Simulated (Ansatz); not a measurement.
Reaction (isomerisation): `C[O][Zr]([OH])([O]C(C)C)[N](C)C` → `C[O][Zr]([OH])([NH]C(C)(C)C)[O]C`

Calculated with Ansatz (gas phase, PBE0-D4/def2-TZVP geometries, no zero-point term in ΔE). CBS: MP2 limit from def2 TZ/QZ plus the TZ coupled-cluster correction, frozen cores. Elements past krypton have def2 core potentials. For Zr outer-core shells are correlated without core-valence functions, which leaves a few kJ/mol of doubt a bond. Each species was taken in one conformer, which may not be the lowest.

| species | HF/def2-QZVPP energy (Eh) |
| --- | --- |
| `C[O][Zr]([OH])([O]C(C)C)[N](C)C` | -563.13361 |
| `C[O][Zr]([OH])([NH]C(C)(C)C)[O]C` | -563.14090 |

Question: Work out ΔE.

Answer: ΔE = (-563.14090) − (-563.13361) = -0.00729 Eh = -19.1 kJ/mol. CCSD(T)/CBS gives -32.4 kJ/mol.

Largest T1 diagnostic among the species: 0.015.

The D4 term adds −6.7 kJ/mol with B3LYP and −3.6 kJ/mol with PBE0; it sums over pairs of atoms, weighted by their polarisabilities, and B3LYP, whose exchange is more repulsive, gets the larger term. From BLYP to BHLYP (50 % exact exchange), in def2-TZVPP and without D4, ΔE moves by −9.9 kJ/mol. Leaving LDA and LC-ωPBE aside and taking each functional with its dispersion term where it has one, the values, not all of them listed here, spread over 10.9 kJ/mol, from ωB97M-V to BLYP-D4. LDA lies −10.2 kJ/mol from PBE without D4.

B3LYP here is the variant with VWN-RPA as its local correlation; programs differ in this.
